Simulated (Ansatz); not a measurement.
Two members of one family (Series CrX3L3), computed with Ansatz in the gas phase. The two geometries come from different levels. HOMO and LUMO are taken over both spins. Binding counts from free atoms in the multiplicity of their measured ground term, without zero-point energy. Sets without diffuse functions give affinities that are too small. The spins of the ions were chosen, not always searched. Names give formal oxidation states. A dash marks a value that wasn't run or was left out as unsound. The structures are stationary points that may keep the symmetry of their start. Remarks come from the PBE and PBE0 runs and from stability tests at other levels; not every state was tested. A HOMO above zero means that the electron is unbound at that level and held by the basis, or that self-interaction error raises the level; the energy of removing that electron tells which. HOMO above LUMO (over both spins in singlets and doublets, within one spin in higher multiplets; at PBE or PBE0), or a gap under 0.15 eV within one spin, warns that the state may not be the lowest or that an electron is smeared out.

First: fac-CrBr3(PH3)3 (quartet, charge 0, PBE0-D4/def2-SVP geometry; reduced ion quintet).

```xyz
16

Cr   -0.5021    0.4778   -0.6738
Br   -1.7674   -0.9226   -2.2189
P     0.8447    1.6036    1.0037
H     2.2504    1.3914    1.0755
H     0.5374    1.4768    2.3864
H     0.8103    3.0069    0.8668
Br   -2.1877    2.0192    0.1786
P     1.2452   -1.1172   -1.2226
H     1.4225   -1.2628   -2.6141
H     1.1350   -2.4826   -0.8385
H     2.5900   -0.8882   -0.8187
Br    0.8252    1.8804   -2.1628
P    -1.5505   -0.9998    0.9432
H    -2.9509   -1.0642    0.7851
H    -1.4676   -0.7324    2.3383
H    -1.2346   -2.3864    0.9715
```

```
              level  HOMO (eV)  LUMO (eV)  gap (eV)  vertical EA (eV)  binding per atom (eV)
    PBE-D4/def2-SVP      -5.02      -2.95      2.07                 –                   2.74
   PBE-D4/def2-TZVP      -5.24      -3.21      2.03                 –                   2.75
r2SCAN-D4/def2-TZVP      -5.76      -3.09      2.66              1.01                   2.71
   PBE0-D4/def2-SVP      -6.70      -2.27      4.44                 –                   2.65
  PBE0-D4/def2-TZVP      -6.90      -2.32      4.57              1.30                   2.67
```

Metal–donor distances: 3 × Br 2.44 Å, 3 × P 2.43 Å. Remarks: spin-contaminated (⟨S²⟩ up to 1.76) (doublet), HOMO above zero (-1 quintet), gap within one spin near zero at PBE or PBE0 (-1 quintet), HOMO above LUMO (-1 quintet), lower spin may lie lower (-1 quintet).

Second: fac-CrCl3(PH3)3 (quartet, charge 0, PBE-D4/def2-SVP geometry; reduced ion quintet).

```xyz
16

Cr   -0.634   -0.176    0.674
Cl   -1.716    1.670    1.504
P     0.638   -1.935   -0.363
H     2.068   -1.995   -0.258
H     0.531   -2.219   -1.766
H     0.314   -3.218    0.159
Cl   -2.358   -1.560    0.059
P     1.270    1.243    1.061
H     1.305    1.755    2.388
H     1.460    2.466    0.333
H     2.614    0.747    0.966
Cl    0.198   -1.186    2.559
P    -1.247    0.876   -1.401
H    -2.635    1.181   -1.465
H    -1.097    0.204   -2.661
H    -0.709    2.148   -1.791
```

Problem. Estimate the same table for the second.

Solution. 
| level | HOMO (eV) | LUMO (eV) | gap (eV) | vertical EA (eV) | binding per atom (eV) |
| --- | --- | --- | --- | --- | --- |
| PBE-D4/def2-SVP | -4.99 | -2.84 | 2.14 | – | 2.82 |
| PBE-D4/def2-TZVP | -5.27 | -3.17 | 2.10 | – | 2.83 |
| r2SCAN-D4/def2-TZVP | -5.82 | -2.94 | 2.88 | 0.76 | 2.79 |
| PBE0-D4/def2-SVP | -6.86 | -2.02 | 4.84 | – | 2.73 |
| PBE0-D4/def2-TZVP | -7.11 | -2.13 | 4.98 | 1.04 | 2.74 |

Metal–donor distances: 3 × Cl 2.30 Å, 3 × P 2.41 Å. Remarks: spin-contaminated (⟨S²⟩ up to 1.76) (doublet), HOMO above zero (-1 quintet), gap within one spin near zero at PBE or PBE0 (-1 quintet), HOMO above LUMO (-1 quintet), lower spin may lie lower (-1 quintet).
